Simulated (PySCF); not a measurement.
SMILES BrB(CC)C=C at its PBE0/def2-SVP optimised geometry (Å):

```
14

B      0.3850    -0.4936     0.0000
Br     2.3175    -0.4936     0.0000
C     -0.3959     0.8698     0.0000
C      0.3851     2.1765    -0.0088
H     -1.0743     0.8334     0.8750
H     -1.0868     0.8285    -0.8648
H      1.0315     2.2528    -0.8963
H      1.0424     2.2580     0.8701
H     -0.2858     3.0492    -0.0073
C     -0.2960    -1.8909     0.0015
C     -1.6287    -2.0578     0.0043
H      0.3324    -2.7896     0.0010
H     -2.0949    -3.0492     0.0060
H     -2.3175    -1.2057     0.0051
```

Method: PBE0/def2-TZVP in PySCF. Cells within 0.4 Å of a nucleus heavier than hydrogen are left out (blank, or x).

Map of the log10 of the electron density (e/bohr³), floored at −4 on the plane z = 0.0 Å:

```
|0000000000000000000000000000000|
|0000000000000000000000000000000|
|0000000000000011000000000000000|
|0000000000001222210000000000000|
|0000000000013344332100000000000|
|0000000000124566543210000000000|
|0000000000135687655431000000000|
|0000000000235788876542100000000|
|0000000000235688x87653100000000|
|000000000123567xxx8653210000000|
|0000000012345688x87653221000000|
|0000000013457788876544332100000|
|00000000235678x8765555544310000|
|0000000123568xx8765566665421000|
|0000000123467888876678876532000|
|0000001233456788877789987542000|
|0000012445445678xx889xx87542100|
|0000023567655678x8789xx87542100|
|0000024688776788877789886532000|
|0000024688888888876677776431000|
|0000024578xx99xx865556654321000|
|0000023578xx88x9875444443210000|
|0000023578888788875433332100000|
|0000013578876678875322111000000|
|0000013468765556654310000000000|
|0000012456654344443200000000000|
|0000001234432223322100000000000|
|0000000122211001110000000000000|
|0000000000000000000000000000000|
|0000000000000000000000000000000|
|0000000000000000000000000000000|
```
Scale: ten equal steps from -4.00 (start of '0') to -0.126 (end of '9'), in the order '0123456789'; x runs from -5.50 to 5.50, y from -5.50 (bottom) to 5.50 (top).
